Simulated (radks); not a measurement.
Values are calculated unless marked as measured or tabulated.
Neutral oxygen, configuration [He] 2s2 2p3.5 3s0.5 (fractional occupations, a model configuration).

Code: a radial shooting solver on a logarithmic mesh with Libxc functionals. Model: non-relativistic Kohn-Sham, Wu-Cohen GGA, spin-polarised, spherical densities, point nucleus; open shells are filled with parallel spins first.

Energy parts (Ry):
total: -149.46049
kinetic: 149.08620
electron-nucleus: -352.50178
Hartree: 70.13689
exchange-correlation: -16.18179

Orbitals (lengths in bohr, moments of r in powers of bohr; r(max) is where P^2 peaks; r(90%) holds 90 % of the orbital's charge):
orbital	occ.	eigenvalue (Ry)	r(90%)	r(max)	<r^2>
1s up	1	-38.18243	0.359	0.1296	0.05422
1s down	1	-38.04665	0.357	0.1294	0.05382
2s up	1	-2.20927	1.76	0.8608	1.475
2s down	1	-1.88162	1.83	0.8742	1.575
2p up	3	-1.11072	1.98	0.7908	1.722
2p down	0.5	-0.78770	2.18	0.8202	2.052
3s up	0.5	-0.12204	8.82	4.800	38.23

The highest occupied level is 3s up at -1.660 eV. The spin density at the nucleus is 0.0393 e/bohr^3 (1s -0.6725, 2s 0.5749, 3s 0.1369), a Fermi contact field of 2.06 T. Spin moment in Bohr magnetons: 3. Virial ratio -V/T = 2.00251. The density falls to 0.001 e/bohr^3 at r = 3.31 bohr. Summed over all electrons, <r^2> = 28.47 bohr^2, which gives a Langevin (diamagnetic) susceptibility term of -22.5 x 10^-6 cm^3/mol.
